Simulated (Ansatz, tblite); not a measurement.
Forces on the cluster Be4F6⁺ at its r2SCAN-D4/def2-SVP geometry. Charge 1, multiplicity 2.

The xTB rows come from tblite. Another isomer (doublet) lies 1.26 eV lower at PBE0-D4/def2-TZVP; other spin states weren't run for this one.

GFN1-xTB (tblite), largest force 1.03 eV/Å:

```xyz
10
positions Å, forces eV/Å
Be    0.591   -2.235   -0.025   -0.290    0.967    0.178
Be    0.884    0.137    1.156    0.042    0.082   -0.183
Be   -1.462    1.406    1.109    0.652   -0.706   -0.345
Be   -0.193    0.310   -1.341    0.059    0.009    0.077
F    -0.128    0.758   -2.668   -0.053   -0.164    0.428
F    -0.186   -1.336   -0.929    0.618   -0.358    0.503
F    -1.399    0.817   -0.261    0.182    0.414    0.748
F     1.054   -1.399    1.239   -0.414    0.034   -0.938
F     1.067    0.672   -0.225   -0.364   -0.348    0.458
F    -0.228    0.871    1.946   -0.432    0.070   -0.926
```

GFN2-xTB (tblite), largest force 1.22 eV/Å:

```
Be -0.342 0.627 -0.006
Be -0.063 0.066 -0.326
Be 0.308 -0.527 -0.368
Be -0.042 0.224 -0.798
F -0.072 -0.388 1.117
F 0.712 -0.350 0.609
F 0.267 0.439 0.860
F -0.463 0.641 -0.931
F -0.331 -0.512 1.043
F 0.026 -0.221 -1.200
```

PBE-D4/def2-TZVP (Ansatz), largest force 0.86 eV/Å:

```
Be -0.252 0.824 -0.017
Be -0.265 0.032 -0.577
Be 0.512 -0.532 -0.442
Be 0.179 0.132 -0.105
F -0.059 -0.163 0.414
F 0.152 -0.686 0.047
F -0.450 0.383 0.383
F -0.006 -0.128 -0.058
F 0.306 0.064 0.348
F -0.118 0.073 0.007
```
